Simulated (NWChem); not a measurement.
Molecule: Si2H3O2Cl; SMILES Cl[SiH]1O[SiH2]O1

```xyz
8

Cl    -0.3735    -2.1234     0.0000
Si     0.6546    -0.3581     0.0000
O      0.1379     0.7142    -1.1932
Si    -0.3996     1.8028     0.0000
O      0.1379     0.7142     1.1932
H      2.0984    -0.6607     0.0000
H      0.3437     3.0878     0.0000
H     -1.8683     2.0165     0.0000
```
Atoms are numbered in this order, from 1.

Results from NWChem. All runs use the structure optimised with PBE0/def2-SVP.

For level N12/def2-SVP:

- highest occupied level (eV) = -7.51
- orbital gap (eV) = 6.49
- dipole (D) = 1.16

Problem. What are these values for level Hartree-Fock/def2-SVP?

Solution. 
| Quantity | Result |
|---|---|
| highest occupied level (eV) | -12.79 |
| orbital gap (eV) | 16.02 |
| dipole (D) | 1.47 |
